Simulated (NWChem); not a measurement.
System: C2H7OS cation; SMILES CS(=[OH+])C

The following NWChem deck was run.

```
start job
memory heap 200 mb stack 900 mb global 1100 mb
charge 1
geometry units angstroms noautosym nocenter noautoz
  C     -0.774423    -0.282528    -1.394869
  S      0.051266     0.454702     0.000000
  C     -0.774423    -0.282528     1.394869
  O      1.437914    -0.380884     0.000000
  H     -0.237584     0.045978    -2.295813
  H     -1.802944     0.109528    -1.413123
  H     -0.760278    -1.377178    -1.296863
  H     -0.760278    -1.377178     1.296863
  H     -0.237584     0.045978     2.295813
  H     -1.802944     0.109528     1.413123
  H      2.195882     0.231025     0.000000
end
basis spherical
  C library def2-svp
  S library def2-svp
  O library def2-svp
  H library def2-svp
end
dft
  xc hfexch
  iterations 150
end
property
  efieldgrad
end
task dft property
```

Parts of the log:

```
             Northwest Computational Chemistry Package (NWChem) 7.3.0
             --------------------------------------------------------

                             Geometry "geometry" -> ""
                             -------------------------

 Output coordinates in angstroms (scale by  1.889725989 to convert to a.u.)

  No.       Tag          Charge          X              Y              Z
 ---- ---------------- ---------- -------------- -------------- --------------
    1 C                    6.0000    -0.77442300    -0.28252800    -1.39486900
    2 S                   16.0000     0.05126600     0.45470200     0.00000000
    3 C                    6.0000    -0.77442300    -0.28252800     1.39486900
    4 O                    8.0000     1.43791400    -0.38088400     0.00000000
    5 H                    1.0000    -0.23758400     0.04597800    -2.29581300
    6 H                    1.0000    -1.80294400     0.10952800    -1.41312300
    7 H                    1.0000    -0.76027800    -1.37717800    -1.29686300
    8 H                    1.0000    -0.76027800    -1.37717800     1.29686300
    9 H                    1.0000    -0.23758400     0.04597800     2.29581300
   10 H                    1.0000    -1.80294400     0.10952800     1.41312300
   11 H                    1.0000     2.19588200     0.23102500     0.00000000

 Effective nuclear repulsion energy (a.u.)     192.5022283667

  xc_inp: hfexch multiplicative factor not found.
                              NWChem Property Module
                              ----------------------

  itol2e modified to match energy
  convergence criterion.

                                 NWChem DFT Module
                                 -----------------

 Summary of "ao basis" -> "ao basis" (spherical)
 ------------------------------------------------------------------------------
       Tag                 Description            Shells   Functions and Types
 ---------------- ------------------------------  ------  ---------------------
 C                          def2-svp                 6       14   3s2p1d
 S                          def2-svp                 8       18   4s3p1d
 O                          def2-svp                 6       14   3s2p1d
 H                          def2-svp                 3        5   2s1p

  itol2e modified to match energy
  convergence criterion.

[...]

          -----------------------
          Electric field gradient
          -----------------------

 1 a.u. = 0.324123 10**(16) esu/cm**3  ( or statvolts/cm**2 ) = 0.97174 10**(22) v/m**2

 ------------------------------------------------------------
   Atom      X         Y         Z
 ------------------------------------------------------------
    1 C   -1.46345  -0.53390  -2.63592
 ------------------------------------------------------------

 Electric field gradient in molecular frame (a.u.)
         XX             YY             ZZ             XY             XZ             YZ
 ------------------------------------------------------------------------------------------
        0.054595       0.091446      -0.146041      -0.094284      -0.186089      -0.183302

 Principal components (a.u.) and orientation
 of principal axis w.r.t. absolute frame                      Asymmetry parameter eta
 --------------------------------------------------------------------------------------
       -0.352522       0.192066       0.160457                       0.089665

        0.455930       0.156289       0.876186
        0.420653       0.829724      -0.366892
        0.784334      -0.535847      -0.312552

 ------------------------------------------------------------
   Atom      X         Y         Z
 ------------------------------------------------------------
    2 S    0.09688   0.85926   0.00000
 ------------------------------------------------------------

 Electric field gradient in molecular frame (a.u.)
         XX             YY             ZZ             XY             XZ             YZ
 ------------------------------------------------------------------------------------------
       -1.975745       2.132107      -0.156361       1.250264       0.000000      -0.000000

 Principal components (a.u.) and orientation
 of principal axis w.r.t. absolute frame                      Asymmetry parameter eta
 --------------------------------------------------------------------------------------
        2.482712      -2.326351      -0.156361                       0.874040

        0.270010       0.962858       0.000000
        0.962858      -0.270010       0.000000
        0.000000       0.000000       1.000000

 ------------------------------------------------------------
   Atom      X         Y         Z
 ------------------------------------------------------------
    3 C   -1.46345  -0.53390   2.63592
 ------------------------------------------------------------

 Electric field gradient in molecular frame (a.u.)
         XX             YY             ZZ             XY             XZ             YZ
 ------------------------------------------------------------------------------------------
        0.054595       0.091446      -0.146041      -0.094284       0.186089       0.183302

 Principal components (a.u.) and orientation
 of principal axis w.r.t. absolute frame                      Asymmetry parameter eta
 --------------------------------------------------------------------------------------
       -0.352522       0.192066       0.160457                       0.089665

       -0.455930       0.156289       0.876186
       -0.420653       0.829724      -0.366892
        0.784334       0.535847       0.312552

 ------------------------------------------------------------
   Atom      X         Y         Z
 ------------------------------------------------------------
    4 O    2.71726  -0.71977   0.00000
 ------------------------------------------------------------

[...]
```

Level: Hartree-Fock/def2-SVP. All runs use the structure optimised with PBE0/def2-SVP. NWChem prints the field gradient with the sign opposite to the second derivative of the potential.
